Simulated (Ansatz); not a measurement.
Species: MnBr, net charge 0, septet state. The spin state was set by rule; other spins were not relaxed. 
Structure (B3LYP-D3(BJ)/def2-TZVP (Ansatz, a quantum-chemistry and plane-wave program) minimum search):
```xyz
2

Mn     0.0000     0.0000    -1.4063
Br     0.0000     0.0000     1.0045
```
Charge 0, spin multiplicity 7.

Basis-set convergence of Hartree-Fock and CCSD correlation energies (hartree) with Ansatz. Valence correlation only, unless marked. Open shells are spin-unrestricted. Spin-orbit coupling is left out. Frozen are the shells of the preceding noble gas and the d and f shells that filled before the atom's block. No relativistic terms.

```json
[
 {"basis": "def2-SVP", "functions": "63", "E(HF)": "-3721.87793", "E(corr, CCSD)": "-0.19942"},
 {"basis": "def2-TZVPP", "functions": "112", "E(HF)": "-3722.34875", "E(corr, CCSD)": "-0.28900"},
 {"basis": "def2-QZVPP", "functions": "189", "E(HF)": "-3722.42093", "E(corr, CCSD)": "-0.31518"}
]
```

Extrapolating the two largest sets (X = 3 and 4) as X^-3: E(corr) = (64·(-0.31518) - 27·(-0.28900))/37 = -0.3343 Eh, an estimate of the basis-set limit. The largest set recovers 94.3 % of it, the smallest 59.7 %.
